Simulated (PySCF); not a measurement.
Static response to an electric field

Compound: C₄H₁₁ClOSi₂.
Geometry (PBE0-D3(BJ)/def2-SVP, Å), atoms numbered from 1 in this order:
```xyz
19
C4H11ClOSi2 angstrom
Si    -3.0457    2.3999    2.1222
C     -1.7253    2.4046    0.7726
Si    -0.1549    3.2971    1.1885
Cl    -0.5804    5.3329    1.2441
C      1.4215    2.9766    0.2273
C      2.4465    3.1389    1.3597
C      1.8406    2.5227    2.6259
O      0.4504    2.7989    2.6647
H     -3.3953    3.7989    2.5069
H     -4.2770    1.7198    1.6129
H     -2.5572    1.6650    3.3253
H     -2.1556    2.8607   -0.1353
H     -1.4689    1.3588    0.5291
H      1.4072    1.9387   -0.1502
H      1.6072    3.6442   -0.6252
H      3.4209    2.6809    1.1261
H      2.6269    4.2134    1.5312
H      1.9871    1.4263    2.6306
H      2.3141    2.9223    3.5368
```

Level: CAM-B3LYP/def2-SVPD (PySCF), static field, nuclei fixed, core orbitals frozen in the response. The polarisability tensor in these axes (au):

```
x   128.70   0.91  -2.23
y     0.91 107.72  -2.15
z    -2.23  -2.15 100.24
```

Q: Diagonalise the tensor; give its mean and Δα, where Δα² is half the sum of the squared differences of the eigenvalues.

A: Principal values 99.54, 108.19 and 128.93 au; mean 112.22 au = 16.63 Å³ = 18.50 × 10⁻⁴⁰ C²·m²/J; Δα = 26.16 au (23 % of the mean).

Q: What is the dipole moment, and where does it point?

A: (1.64, -1.94, -1.69) D, 3.06 D in size, pointing from the negative to the positive side. Measured along this direction, the outermost atoms are H9 at the negative end and H14 and H16 at the positive end.

Q: Refractivity n − 1 of an ideal gas of it at 400 K and 1 atm, from the electronic α?

A: N = p/kT = 1.8347 × 10¹⁹ cm⁻³, so n − 1 = 2π × N × 16.63 × 10⁻²⁴ cm³ = 1917 × 10⁻⁶ at long wavelengths.

Q: Give the principal axes and the span of the nuclei along them.

A: Largest value along (1.00, 0.05, -0.08), where the nuclei span 7.75 Å; middle along (-0.07, 0.97, -0.24), 4.29 Å; least along (0.07, 0.25, 0.97), 3.89 Å. The response follows the extents in order.

Q: Sum over states: ᾱ = Σ f/ω², ω in Eh. What share falls to these 10 lowest TDDFT singlets (eV, f)? 7.72, 0.0026; 7.84, 0.0874; 8.20, 0.0345; 8.21, 0.1572; 8.29, 0.0034; 8.33, 0.0419; 8.44, 0.0053; 8.55, 0.0421; 8.65, 0.0356; 8.69, 0.0211.

A: They add up to 4.72 au, 4.2 % of the 112.22 au; the largest single term is 1.73 au, from the state at 8.21 eV. Terms in order: 0.03, 1.05, 0.38, 1.73, 0.04, 0.45, 0.06, 0.43, 0.35, 0.21 au. Higher excitations give the rest. The strengths listed sum to 0.431.

Q: In a dilute gas of rigid molecules at 273 K, how does the orientational term μ²/3kT compare with the electronic polarisability?

A: In Gaussian units μ²/3kT = 82.59 Å³ against 16.63 Å³, a ratio of 4.97; the Debye molar polarisation (4π/3)N_A(α + μ²/3kT) is 250.3 cm³/mol, leaving out the vibrational part.

Q: Find the Langevin capture rate constant for H3+ (3.023 u) meeting this molecule (166.004 u), k = 2.342 × 10⁻⁹ cm³/s × √(α in Å³ / reduced mass in u).

A: The reduced mass is 2.97 u, so k = 5.54 × 10⁻⁹ cm³/s. The formula leaves out the permanent dipole, which adds to the capture rate.

The structure is a single PBE0-D3(BJ)/def2-SVP conformer in the gas phase; no vibrational or solvent corrections.

The run behind these numbers computed excited states and ΔSCF ions as well. Time: 7.1 min wall; peak memory 1.4 GiB. Hardware: one thread, Intel Xeon 6975P-C (x86_64), no GPU, shared host with 192 logical CPUs at a one-minute load of 70.
